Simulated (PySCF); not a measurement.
Excitation energy of Mg by level of theory

Mg [Ne] 3s2 (1S) → Mg [Ne] 3s1 3p1 (3P), as a difference of total energies. Computed with PySCF 2.14 in x2c-QZVPPall (9s6p5d2f, 66 functions), with scalar relativity by spin-free X2C-1e. Correlated levels: valence and next inner shell: 1s2 frozen. The calculations carry no spin-orbit coupling.

```tsv
method	excitation energy (eV)	error (eV)
UHF	1.805	-0.909
MP2 (valence and next inner shell)	2.523	-0.191
SCS-MP2 (valence and next inner shell)	2.661	-0.053
CCSD (valence and next inner shell)	2.670	-0.044
CCSD(T) (valence and next inner shell)	2.702	-0.012
```

Reference: 2.714 eV (measured; NIST levels, between the centres of gravity of the two terms).

Errors of the correlated levels include the incompleteness of this basis and the frozen core.

The basis was made for the ground configuration and has no added diffuse functions, so the excitation energy can come out too high.
